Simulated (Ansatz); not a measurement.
AlCl₃OH₂⁻, that is Al(H2O)Cl3 with one electron more. The state is a doublet with charge -1. Geometry PBE-D4/def2-SVP, that of the neutral singlet; atoms count from 1.

```xyz
7

Al    0.4350   -0.0388   -0.6757
O    -0.7096   -0.3604    0.9096
H    -1.4506    0.2836    0.8501
H    -0.1771   -0.1067    1.6965
Cl    0.5717   -1.8694   -1.7153
Cl    2.1390    0.6043    0.4392
Cl   -0.8084    1.4874   -1.5045
```

The highest occupied level of the charge -1 doublet lies above zero (up to 1.09 eV). By energy differences its removal costs 0.15 eV (vertical, to the charge 0 singlet, at PBE0-D4/def2-TZVPD); a positive level beside a positive removal energy at the same level points to self-interaction error.

Problem. Estimate the Mulliken populations from the PBE0/def2-TZVPD orbitals of Ansatz.

Solution. 
| atom | charge (e) | spin (α − β) |
| --- | --- | --- |
| Al1 | -0.97 | 1.61 |
| O2 | 0.26 | -0.72 |
| H3 | 0.20 | 0.20 |
| H4 | 0.20 | 0.20 |
| Cl5 | -0.17 | -0.15 |
| Cl6 | -0.26 | -0.08 |
| Cl7 | -0.26 | -0.08 |
Mulliken values and Mayer orders depend strongly on the basis. With diffuse functions, as here, like atoms can get unlike values, and bond orders can come out too low or too high.

Problem. Where does the spin sit?

Solution. Summed by element: Al 1.61, O -0.72, H 0.41, Cl -0.30, of 1 unpaired in all. Largest on single atoms: Al1 1.61, O2 -0.72, H3 0.20.

Problem. And the Mayer bond orders between bonded heavy atoms (over 0.3)?

Solution. Al1–Cl5 0.43 (2.11 Å); Al1–Cl6 0.61 (2.14 Å); Al1–Cl7 0.60 (2.14 Å).
